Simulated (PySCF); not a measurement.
C4H10S, SMILES CC(C)(C)S.

Coordinates come from a PBE0-D3(BJ)/def2-SVP optimisation. Other conformers were not sampled.

Computed with B3LYP/def2-TZVP run with PySCF.

| Quantity | Result |
|---|---|
| total energy | -556.73760 hartree |
| point group | Cs |
| highest occupied level | -6.46 eV |
| lowest empty level | 0.11 eV |
| orbital gap | 6.57 eV |
| dipole moment | 1.63 D |
| quadrupole, principal values (traceless, Buckingham form, about the centre of nuclear charge) | -3.14, -1.35, 4.48 D·Å |
| mean static polarisability | 69.7 bohr³ (10.32 Å³) |
| polarisability, principal values | 64.2, 67.5, 77.3 bohr³ |
